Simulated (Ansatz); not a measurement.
Isomers of CH5AlS: 1 is [CH3][AlH][SH], 2 is C[S][AlH2]; one conformer of each (the lowest of an xTB search), B3LYP-D3(BJ)/def2-TZVP minima.
Isomer 1 (charge 0, multiplicity 1):
```
atom    x (Å)    y (Å)    z (Å)
----  -------  -------  -------
C     -1.3605  -0.1551   0.0318
Al     0.5024   0.3620  -0.2029
S      2.0437  -0.9279   0.6825
H     -1.4688  -1.0753   0.6088
H     -1.9217   0.6318   0.5446
H     -1.8474  -0.3059  -0.9363
H      0.9787   1.6456  -0.9873
H      3.0737  -0.1753   0.2589
```
Isomer 2 (charge 0, multiplicity 1):
```xyz
8

C     -1.39716     0.03425    -0.04308
S     -0.10815    -1.24869     0.22988
Al     1.74669    -0.12432     0.06897
H     -1.98788    -0.24737    -0.91189
H     -2.03961     0.07120     0.83384
H     -0.95555     1.01443    -0.20883
H      3.09017    -0.92330     0.25335
H      1.65150     1.42381    -0.22224
```

No zero-point or thermal terms.

Cores are frozen in the correlated methods.

The values were computed with Ansatz (a quantum-chemistry and plane-wave program) with Gaussian orbitals. Each number belongs to the level named beside it.

Q: Predict the electronic energy of isomer 2 less that of isomer 1 from SVWN5/def2-TZVPP.

A: 15.9 kcal/mol
